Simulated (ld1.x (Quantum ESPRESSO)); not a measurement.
# Cutoff test, selenium, TM

Se (Z = 34), norm-conserving Troullier–Martins (Kleinman–Bylander form), made with ld1.x (Quantum ESPRESSO) 7.5 (LDA (PZ), scalar-relativistic). Core [Ar] 3d10, reference 4s2 4p4. Waves: 4s (bound): rc 1.50 bohr; 4d channel at 0.3 Ry: rc 1.30 bohr; 4p (bound): rc 1.35 bohr. Local part: the p channel. Core correction: Bessel-smoothed model core, default radius (core density twice the valence density).

The pseudo-atom Hamiltonian at the reference potential is diagonalised in spherical Bessel functions j_l(qr) that vanish at 20 bohr, with q² up to the cutoff. All-electron valence levels (Ry): 4s -1.2852, 4p -0.4896.

Problem. How do the lowest levels (Ry) of each channel move with the cutoff, and are there ghosts?

Solution.

```csv
cutoff (Ry),s #1,s #2,d #1,p #1,p #2,f #1,f #2,Σ f·Δε (mRy)
8,-60.1819,-1.0442,0.0676,-0.4672,0.0319,0.1165,0.2477,571.3
15,-147.1715,-1.2559,0.0676,-0.4701,0.0318,0.1165,0.2477,136.4
25,-237.8880,-1.2773,0.0675,-0.4718,0.0318,0.1165,0.2477,86.7
40,-260.3758,-1.2823,0.0675,-0.4791,0.0315,0.1165,0.2477,47.4
50,-265.7502,-1.2846,0.0675,-0.4859,0.0312,0.1165,0.2477,16.0
70,-288.2240,-1.2849,0.0675,-0.4888,0.0311,0.1165,0.2477,3.5
100,-294.1477,-1.2852,0.0675,-0.4893,0.0311,0.1165,0.2477,1.1
140,-298.1655,-1.2852,0.0652,-0.4894,0.0311,0.1165,0.2477,0.4
400,-299.4762,-1.2852,-2.1145,-0.4895,0.0311,0.1165,0.2477,0.0
```

Result: ghost states, extra bound levels that the all-electron valence spectrum of the same l lacks: s at -4074.6 eV, d at -28.8 eV (a true bound ghost makes a file unfit for plane-wave use); 10 mRy is reached at 55 Ry and 1 mRy at 110 Ry.
